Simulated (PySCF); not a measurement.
HOS, SMILES O[S], multiplicity 2. Geometry: PBE0-D3(BJ)/def2-TZVPD.

All values below come from PBE0-D3(BJ)/def2-TZVPD in PySCF.

Harmonic wavenumbers (cm⁻¹): 884, 1178, 3789. Rotational constants (GHz): 656.3, 16.76, 16.34; symmetry number 1.

Problem. Work out the zero-point energy and the ideal-gas rigid-rotor harmonic-oscillator thermochemistry at 298.15 K and 1 atm.

Solution. ZPE = ½ Σ hcν = ½ × 5851 cm⁻¹ = 8.36 kcal/mol. H − E(el) = 10.78 kcal/mol. Entropy in cal/(mol K): translation 37.60, rotation 18.13, vibration 0.19, spin 1.38, total 57.30. G − E(el) = -6.30 kcal/mol. Cp = 8.69 cal/(mol K).
